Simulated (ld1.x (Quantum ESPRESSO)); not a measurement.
# selenium, RRKJ: configuration errors across variants

```json
{"Element": "selenium", "Generator": "ld1.x (Quantum ESPRESSO) 7.5", "Type": "norm-conserving RRKJ (Kleinman–Bylander form)", "Functional": "PBE", "Relativity": "scalar-relativistic", "Frozen core": "[Ne] 3s2", "Valence charge": "22", "Reference configuration": "3p6 3d10 4s2 4p3.5 (charge +0.5)", "Partial waves": "3p (bound): rc 0.85 bohr; 3d (bound): rc 0.50 bohr; 4s (bound): rc 1.20 bohr", "Local potential": "the s channel", "Core correction": "none"}
```

Occupied shells without a wave of their own: 4p. They enter only through the test configuration that unscreens the potential.

All-electron excitation energies from the reference (eV): (1) 3p6 3d10 4s2 4p4 -4.310; (2) 3p6 3d10 4s2 4p3 6.535; (3) 3p6 3d10 4s2 4p2 26.884; (4) 3p6 3d9 4s2 4p4 59.782; (5) 3p5 3d10 4s2 4p4 160.033; (6) 3p6 3d10 4s1 4p4 18.073; (7) 3p6 3d10 4s1 4p5 6.572.

For the base: The 4p level has no wave, so the channel is fitted at the deeper level alone: the likely source of the large errors.

Tests that are not counted but printed errors over 1 eV. “wave 4s (bound): rc 1.20 bohr becomes 4s (bound): rc 1.10 bohr”: 3p6 3d10 4s2 4p4 (pseudo-atom not self-consistent, printed error -7406 eV).

2 further variants failed, have other tests or too few solved ones, and are left out.

The file “base” misses its own reference levels by 3.0 eV. The file “wave 4s (bound): rc 1.20 bohr becomes 4s (bound): rc 1.10 bohr” misses its own reference levels by 2.8 eV. The file “wave 4s (bound): rc 1.20 bohr becomes 4s (bound): rc 1.26 bohr” misses its own reference levels by 3.1 eV. The file “wave 4s (bound): rc 1.20 bohr becomes 4s (bound): rc 1.38 bohr” misses its own reference levels by 3.2 eV. The file “wave 4s (bound): rc 1.20 bohr becomes 4s (bound): rc 1.52 bohr” misses its own reference levels by 3.2 eV. The file “wave 4s (bound): rc 1.20 bohr becomes 4s (bound): rc 1.80 bohr” misses its own reference levels by 3.2 eV.

Errors AE − PS in meV (a dash: test not solved or not reliable):

| change | (1) | (2) | (3) | (4) | (5) | (6) | (7) | bound ghosts |
| --- | --- | --- | --- | --- | --- | --- | --- | --- |
| base | -1298 | +1700 | +6331 | -3160 | -3194 | -1670 | -4467 | not determined |
| wave 4s (bound): rc 1.20 bohr becomes 4s (bound): rc 1.10 bohr | – | +1567 | +5831 | -2705 | -2739 | -1539 | -4112 | not determined |
| wave 4s (bound): rc 1.20 bohr becomes 4s (bound): rc 1.26 bohr | -1340 | +1757 | +6544 | -3307 | -3343 | -1725 | -4619 | not determined |
| wave 4s (bound): rc 1.20 bohr becomes 4s (bound): rc 1.38 bohr | -1374 | +1802 | +6715 | -3406 | -3445 | -1767 | -4740 | not determined |
| wave 4s (bound): rc 1.20 bohr becomes 4s (bound): rc 1.52 bohr | -1378 | +1807 | +6730 | -3414 | -3453 | -1771 | -4750 | not determined |
| wave 4s (bound): rc 1.20 bohr becomes 4s (bound): rc 1.80 bohr | -1378 | +1808 | +6744 | -3397 | -3435 | -1788 | -4767 | not determined |

Problem. Give the same row for: wave 4s (bound): rc 1.20 bohr becomes 4s (bound): rc 1.68 bohr.

Solution. -1376, +1805, +6726, -3406, -3445, -1775, –; bound ghosts: not determined. Not counted: 3p6 3d10 4s1 4p5 (solver errors, printed error -6408 eV).
